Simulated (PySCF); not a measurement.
FGeH6NSi, SMILES F[SiH2][NH][GeH3]. The structure is a stationary point at B3LYP-D3(BJ)/def2-SVP. The structure was generated by enumeration, and PubChem lists no compound with its InChIKey, so it may never have been made. Other conformers were not sampled.

Question: Give the equilibrium geometry at B3LYP-D3(BJ)/def2-SVP (PySCF confirms it by a frequency run) as bond lengths and angles. (Estimate from the structure and the level; the computed values follow.)

Answer: This is not unique; one that fits is 
Atoms: Si1 F2 N3 Ge4 H5 H6 H7 H8 H9 H10. Bonds (Å): Si1–F2 1.634, Si1–N3 1.717, Si1–H5 1.485, Si1–H6 1.483, N3–Ge4 1.856, N3–H7 1.018, Ge4–H8 1.544, Ge4–H9 1.543, Ge4–H10 1.538. Angles (°): F2–Si1–N3 112.9, F2–Si1–H5 106.0, F2–Si1–H6 106.3, N3–Si1–H5 109.3, N3–Si1–H6 108.7, H5–Si1–H6 113.6, Si1–N3–Ge4 128.0, Si1–N3–H7 116.5, Ge4–N3–H7 114.5, N3–Ge4–H8 111.1, N3–Ge4–H9 108.9, N3–Ge4–H10 105.9, H8–Ge4–H9 109.3, H8–Ge4–H10 110.5, H9–Ge4–H10 111.0.
Charge 0, spin multiplicity 1.
